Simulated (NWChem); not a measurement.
System: BHOBrCl; SMILES ClB(O)Br

```xyz
5

B      0.4495    -0.5691     0.0000
Cl    -0.6975    -1.9248     0.0000
Br    -0.1909     1.2418     0.0000
O      1.7844    -0.7718     0.0000
H      2.0154    -1.7204     0.0000
```
Atoms are numbered in this order, from 1.

Results from NWChem. Structure relaxed at the PBE-D3(BJ)/def2-SVP level. Vertical excitations in the gas phase; the lowest state need not have the same character in each row.

```json
[
 {"level": "PBE/aug-cc-pVDZ, TDA", "lowest excitation, singlet (eV)": "5.61", "oscillator strength of that lowest state": "0.000", "lowest state with f > 0.02, singlet (eV)": "6.52", "orbital gap (eV)": "5.55"},
 {"level": "B3LYP/aug-cc-pVDZ, TDA", "lowest excitation, singlet (eV)": "…", "oscillator strength of that lowest state": "0.000", "lowest state with f > 0.02, singlet (eV)": "…", "orbital gap (eV)": "…"},
 {"level": "PBE0/aug-cc-pVDZ, TDA", "lowest excitation, singlet (eV)": "6.25", "oscillator strength of that lowest state": "0.000", "lowest state with f > 0.02, singlet (eV)": "7.08", "orbital gap (eV)": "7.84"},
 {"level": "Hartree-Fock/aug-cc-pVDZ, CIS", "lowest excitation, singlet (eV)": "8.07", "oscillator strength of that lowest state": "0.000", "lowest state with f > 0.02, singlet (eV)": "8.35", "orbital gap (eV)": "12.50"}
]
```

Problem. Fill in the missing entries.

Solution. 
- B3LYP/aug-cc-pVDZ, TDA, lowest excitation, singlet (eV): 6.11
- B3LYP/aug-cc-pVDZ, TDA, lowest state with f > 0.02, singlet (eV): 6.74
- B3LYP/aug-cc-pVDZ, TDA, orbital gap (eV): 7.36
